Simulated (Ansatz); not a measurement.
A nudged elastic band was laid between two geometries of CH3OSSb (7 atoms, charge 0, multiplicity 1).

Method: Ansatz, RKS PBE/def2-SVP.

- movable images: 5
- climbing image: yes
- spring: 5.0 eV/Å²
- optimiser: quadratic models (default)
- start path: through a guess of the saddle point
- force threshold: 0.05 eV/Å
- iteration limit: 60
- end points: relaxed

Image 0:

```xyz
7
Properties=species:S:1:pos:R:3
O -0.035 -2.127 0.112
C 0.201 -0.958 0.276
S 1.836 -0.406 0.843
Sb -1.461 0.584 0.037
H 1.563 0.925 0.766
H -0.374 1.840 -0.476
H -1.669 0.074 -1.604
```

Image 6:

```xyz
7
Properties=species:S:1:pos:R:3
O 0.209 -1.820 0.252
C 0.173 -0.616 0.294
S 1.564 0.437 0.763
Sb -1.733 0.553 -0.100
H 2.417 -0.597 1.039
H -0.860 1.981 -0.556
H -1.710 -0.006 -1.739
```

Task: Which bonds break or form, and what moves?

Result: No bond is made or broken. The dihedral Sb4–C2–S3–H5 goes from -8 to 174°.

Task: What energy profile does the band end with?

Result: It converged. The highest image is number 3 of 0 to 6, 7.9 kcal/mol above the first end and 10.0 kcal/mol above the last; the last end lies 2.1 kcal/mol below the first. A vibrational analysis at the climbing image gives one clearly imaginary mode, 353i cm⁻¹: a first-order saddle point.

| image | path coordinate (Å) | energy (kcal/mol) | dihedral Sb4–C2–S3–H5 (°) |
| --- | --- | --- | --- |
| 0 | 0.00 | 0.0 | -8 |
| 1 | 0.51 | 1.2 | -34 |
| 2 | 1.01 | 5.4 | -67 |
| 3 | 1.52 | 7.9 | -95 |
| 4 | 2.26 | 3.3 | -136 |
| 5 | 3.01 | -1.6 | -178 |
| 6 | 3.76 | -2.1 | 174 |

Task: What is the geometry of the highest image?

Result: 
```xyz
7
Properties=species:S:1:pos:R:3
O 0.320 -1.882 -0.305
C 0.188 -0.825 0.230
S 1.428 -0.180 1.537
Sb -1.564 0.579 0.057
H 2.171 0.421 0.565
H -0.512 1.793 -0.590
H -1.969 0.026 -1.540
```

Task: What are the harmonic wavenumbers there?

Result: 353i, 123, 154, 257, 338, 388, 543, 568, 698, 769, 804, 1821, 1869, 1891, 2615 cm⁻¹.

The band took 27 iterations and of the order of 4 core-minutes.

The run took 4.3 min on 1 thread of Intel(R) Xeon(R) Platinum 8488C (Sapphire Rapids), on a shared host, peak memory 0.27 GiB.
